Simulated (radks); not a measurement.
Q: Spin polarisation of the 3d7 shell in neutral cobalt. Start: [Ar] 3d(up 3.5, down 3.5) 4s2; electrons of 3d are moved from spin down to spin up, other shells keep equal spins. Calculated with a radial shooting solver on a logarithmic mesh with Libxc functionals: scalar-relativistic Kohn-Sham, LDA (Slater exchange, Perdew-Wang correlation), spin-polarised, spherical densities, finite nucleus; Fermi nuclear charge, rms radius of each element as measured or else 0.836 A^(1/3) + 0.57 fm. Estimate the energy gained and the exchange splitting at a moment of 3 Bohr magnetons.

A: At moment 3 the spin-polarisation energy is -2.052 eV and the 3d exchange splitting 2.734 eV, that is 0.911 eV per Bohr magneton; E = -I m^2/4 would give I = 0.912 eV.
